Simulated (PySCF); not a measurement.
C6H6. Atoms are numbered in the order given.

```xyz
12

C      0.0000     2.8118     0.6721
C      0.0000     2.0283    -0.4186
C      0.0000     0.6100    -0.3941
C      0.0000    -0.6100    -0.3941
C      0.0000    -2.0283    -0.4186
C      0.0000    -2.8118     0.6721
H      0.0000     3.9000     0.5776
H      0.0000     2.3865     1.6788
H      0.0000     2.4930    -1.4123
H      0.0000    -2.4930    -1.4123
H      0.0000    -2.3865     1.6788
H      0.0000    -3.9000     0.5776
```

Coordinates come from a PBE0-D3(BJ)/def2-SVP optimisation.

Method: ωB97X/def2-TZVP run with PySCF.

ESP charges are fitted to the potential on shells at 1.4 to 2.0 van der Waals radii. Atomic charges (e):

```json
[
 {"atom": "C1", "Löwdin": "-0.17", "meta-Löwdin": "-0.22", "ESP fit": "-0.45"},
 {"atom": "C2", "Löwdin": "-0.19", "meta-Löwdin": "-0.11", "ESP fit": "-0.04"},
 {"atom": "C3", "Löwdin": "…", "meta-Löwdin": "-0.05", "ESP fit": "-0.07"},
 {"atom": "C4", "Löwdin": "…", "meta-Löwdin": "-0.05", "ESP fit": "-0.07"},
 {"atom": "C5", "Löwdin": "-0.19", "meta-Löwdin": "-0.11", "ESP fit": "-0.04"},
 {"atom": "C6", "Löwdin": "-0.17", "meta-Löwdin": "-0.22", "ESP fit": "-0.45"},
 {"atom": "H7", "Löwdin": "…", "meta-Löwdin": "0.13", "ESP fit": "0.19"},
 {"atom": "H8", "Löwdin": "…", "meta-Löwdin": "0.13", "ESP fit": "0.22"},
 {"atom": "H9", "Löwdin": "…", "meta-Löwdin": "0.13", "ESP fit": "0.15"},
 {"atom": "H10", "Löwdin": "…", "meta-Löwdin": "0.13", "ESP fit": "0.15"},
 {"atom": "H11", "Löwdin": "…", "meta-Löwdin": "0.13", "ESP fit": "0.22"},
 {"atom": "H12", "Löwdin": "…", "meta-Löwdin": "0.13", "ESP fit": "0.19"}
]
```

Q: Fill in the missing entries. (An estimate is asked for; the answer gives what the named calculation found.)

A: 
- C3, Löwdin: -0.05
- C4, Löwdin: -0.05
- H7, Löwdin: 0.13
- H8, Löwdin: 0.13
- H9, Löwdin: 0.16
- H10, Löwdin: 0.16
- H11, Löwdin: 0.13
- H12, Löwdin: 0.13

Q: Give the Mayer and Wiberg (Löwdin basis) orders of the bonds. (Estimate from the structure and the level; the computed values follow.)

A: 
```
bond    Mayer  Wiberg
------  -----  ------
C1–C2    1.86    2.10
C2–C3    1.10    1.35
C3–C4    2.74    2.64
C4–C5    1.10    1.35
C5–C6    1.86    2.10
C1–H7    0.98    0.89
C1–H8    0.97    0.89
C2–H9    0.94    0.81
C5–H10   0.94    0.81
C6–H11   0.97    0.89
C6–H12   0.98    0.89
```
